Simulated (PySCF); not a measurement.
Si(H)2(Br)(OH) (BrH3OSi), SMILES [SiH2](Br)O.

Geometry: PBE-D3(BJ)/def2-TZVP. Other conformers were not sampled.

All values below come from TDA-B3LYP/def2-SVPD in PySCF.

Vertical excitations. 

```tsv
state	energy (eV)	λ (nm)	f	main pairs
S1	6.69	185	0.010	HOMO→LUMO 87 %
S2	6.82	182	0.019	HOMO→LUMO+1 88 %
S3	7.02	176	0.036	HOMO−1→LUMO+1 68 %, HOMO−1→LUMO 28 %
S4	7.08	175	0.023	HOMO−1→LUMO 65 %, HOMO−1→LUMO+1 29 %
S5	7.61	163	0.013	HOMO−2→LUMO 97 %
S6	7.70	161	0.008	HOMO→LUMO+2 98 %
S7	7.94	156	0.053	HOMO−1→LUMO+2 80 %, HOMO−2→LUMO+1 18 %
S8	8.08	153	0.057	HOMO−2→LUMO+1 58 %, HOMO−1→LUMO+2 16 %, HOMO−3→LUMO+1 9 %
S9	8.20	151	0.015	HOMO→LUMO+3 90 %
S10	8.32	149	0.017	HOMO−3→LUMO 89 %
T1	6.36	195	0	HOMO→LUMO+1 92 %
T2	6.56	189	0	HOMO−1→LUMO+1 73 %, HOMO−1→LUMO 13 %
T3	6.57	189	0	HOMO→LUMO 79 %
T4	6.74	184	0	HOMO−1→LUMO 82 %, HOMO−1→LUMO+1 12 %
```
Triplets are in the Tamm–Dancoff approximation.
